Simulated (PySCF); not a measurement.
B(F)(Me)(Vi), SMILES C=CB(C)F, CAM-B3LYP/def2-SVP optimised geometry.

```
11

B      0.68     0.26     0.00
F      2.02     0.26     0.00
C     -0.02     1.66     0.00
H     -1.11     1.62     0.13
H      0.19     2.16    -0.96
H      0.41     2.30     0.78
C     -0.01    -1.14    -0.02
C     -1.33    -1.31    -0.03
H      0.63    -2.03    -0.03
H     -1.80    -2.30    -0.05
H     -2.02    -0.46    -0.02
```

Density from CAM-B3LYP/def2-TZVP (PySCF 2.14.0) at that geometry.

Minimum of the electron density along straight lines between bonded atoms, close to the bond critical point (lines longer than 1.1 times the sum of covalent radii, or with two minima, are not listed):

| bond | length / Å | ρ at the minimum / e bohr⁻³ | ∇²ρ there / e bohr⁻⁵ | position (fraction from the first atom) |
|---|---|---|---|---|
| B1–F2 | 1.336 | 0.195 | [?] | 0.34 |
| B1–C3 | 1.566 | 0.196 | [?] | 0.33 |
| C3–H4 | 1.098 | 0.270 | -0.90 | 0.64 |
| C3–H5 | 1.104 | 0.263 | -0.86 | 0.64 |
| C3–H6 | 1.102 | 0.266 | -0.87 | 0.64 |
| B1–C7 | 1.556 | 0.196 | [?] | 0.33 |
| C7–C8 | 1.337 | 0.351 | -1.09 | 0.49 |
| C7–H9 | 1.097 | 0.276 | -0.95 | 0.65 |
| C8–H10 | 1.095 | 0.280 | -0.99 | 0.65 |
| C8–H11 | 1.095 | 0.281 | -0.99 | 0.65 |

Problem. Some entries are withheld; supply them.

Solution. 
- B1–F2, ∇²ρ there / e bohr⁻⁵: 1.19
- B1–C3, ∇²ρ there / e bohr⁻⁵: -0.40
- B1–C7, ∇²ρ there / e bohr⁻⁵: -0.31
